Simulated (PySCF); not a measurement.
Dipole moment (D) of eight silicon and germanium compounds: PBE beside PBE0, computed with PySCF for isolated molecules in the bases named; differences from unrounded values. The eight are the first of their class met in an unordered collection, after screening for sound electronic states; none was chosen by its value, except that the dipole had to exceed 0.05 D. Each molecule has one DFT geometry for both levels.

```json
[
 {"molecule": "SiBr₂, SMILES Br[Si]Br (connectivity only; charge and spin as stated), neutral, multiplicity 1", "basis": "def2-TZVPD", "PBE0": "0.85", "PBE": "0.72", "difference": "-0.12"},
 {"molecule": "CH9GeNSi, SMILES [GeH3][NH][SiH2]C", "basis": "def2-TZVP", "PBE0": "0.54", "PBE": "0.53", "difference": "-0.01"},
 {"molecule": "Si(H)(Cl)(OH)(OEt) (C2H7ClO2Si), SMILES O[SiH](OCC)Cl", "basis": "def2-TZVP", "PBE0": "1.79", "PBE": "1.75", "difference": "-0.04"},
 {"molecule": "CH₆GeO₄, SMILES C[O][Ge]([OH])([OH])[OH]", "basis": "def2-TZVP", "PBE0": "0.52", "PBE": "0.49", "difference": "-0.03"},
 {"molecule": "Ge2H6S, SMILES [GeH3][S][GeH3]", "basis": "def2-TZVP", "PBE0": "1.30", "PBE": "1.19", "difference": "-0.11"},
 {"molecule": "CH₇GeNOSi, SMILES [OH][Ge@@H]1[NH]C[SiH2]1", "basis": "def2-TZVP", "PBE0": "1.18", "PBE": "1.18", "difference": "0.00"},
 {"molecule": "CH5ClF2Si2, SMILES [SiH2](Cl)[Si](F)(C)F", "basis": "def2-TZVP", "PBE0": "1.59", "PBE": "1.52", "difference": "-0.07"},
 {"molecule": "C3H7NOSi, SMILES C[C@H]1OC=N[SiH2]1", "basis": "def2-TZVP", "PBE0": "2.05", "PBE": "2.05", "difference": "0.00"}
]
```

PBE lies below PBE0 in 6 and above it in 0 of the eight; the mean signed difference is -0.05 and the largest -0.12 D.
